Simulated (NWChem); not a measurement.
System: C₂H₄BF₂N; SMILES N(/C)=C\B(F)F

```xyz
10

C      0.0824     2.6786    -0.0009
N     -0.3643     1.3190    -0.0019
C      0.4964     0.3816     0.0024
B      0.0152    -1.1109     0.0005
F      0.9012    -2.0909    -0.0006
F     -1.2553    -1.4409     0.0001
H     -0.3432     3.1944     0.8757
H     -0.3346     3.1929    -0.8825
H      1.1841     2.7986     0.0044
H      1.5870     0.6020     0.0070
```
Atoms are numbered in this order, from 1.

Level: PBE0/def2-SVP (NWChem), optimised geometry, unscaled harmonic frequencies. 

List the harmonic frequencies with IR intensities, and the thermochemistry.


```tsv
frequency (cm⁻¹)	IR intensity (km/mol)
76	3.9
148	0.6
190	1.0
226	13.0
365	5.8
413	3.9
579	24.1
641	36.7
845	5.0
946	22.3
1048	16.4
1130	1.2
1156	13.1
1279	212.4
1396	31.7
1415	174.1
1444	7.1
1458	100.2
1466	234.0
1767	30.2
2992	43.6
2997	49.5
3112	15.0
3132	4.3
```

The zero-point energy is 43.2 kcal/mol, the thermal correction to the enthalpy at 298.15 K (with zero-point energy) comes out as 47.9 kcal/mol and the heat capacity Cv is 21.0 cal/(mol K). The entropy at 298.15 K and 1 atm (symmetry number 1) comes out as 80.7 cal/(mol K) and the dipole moment comes out as 2.55 D.

Rigid rotor and harmonic oscillator; modes under 100 cm⁻¹ make the entropy uncertain.
